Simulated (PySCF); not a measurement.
isocyanic acid anion (CHNO), SMILES C(=O)=N (connectivity only; charge and spin as stated), charge -1, multiplicity 2.

Geometry optimised at B3LYP-D3(BJ)/def2-TZVPD. The multiplicity is an assumed one; other spin states were not compared.

Two levels are set side by side: PBE/def2-TZVPD (PySCF) and r2SCAN/def2-TZVPD (PySCF). Same geometry, gas phase. Differences are taken from unrounded values.

| quantity | r2SCAN | PBE | PBE minus r2SCAN |
|---|---|---|---|
| α-spin orbital gap (eV) | 2.27 | 1.70 | -0.57 |
| β-spin orbital gap (eV) | 4.18 | 3.54 | -0.64 |
| mean polarisability (bohr³) | 61.9 | 72.3 | 10.4 |

Rough cost on one machine, each run with all the roots and properties that it gave: r2SCAN against PBE within a factor of 2.
